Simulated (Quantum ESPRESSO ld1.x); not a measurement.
Task: These are the eigenvalues of the occupied orbitals of an atom or ion with whole-number occupations (eV). Calculated with ld1.x of Quantum ESPRESSO 7.5: scalar-relativistic Kohn-Sham, exchange-only LDA, spin-unpolarised, spherical densities, point nucleus.

orbital  eigenvalue
1s         -45024.0
2s         -7360.75
2p         -6580.93
3s         -1644.67
3p         -1399.84
3d         -1063.25
4s         -364.394
4p         -283.358
4d         -168.701
5s         -75.5919
5p         -53.8770
4f         -44.6662
5d         -26.7213

Which element is it, and in what charge state? The configuration may be excited.

Result: Z = 61, promethium, charge +3: Pm3+ in [Xe] 4f2 5d2. The list shows which subshells hold electrons but not how many an open one holds; the 1s level, -1654.6 hartree, gives Z - s = 57.5 by -(Z - s)^2/2, which with screening and relativity narrows Z to a few neighbours, and the depths of the outer levels then fix element, charge and occupations together.
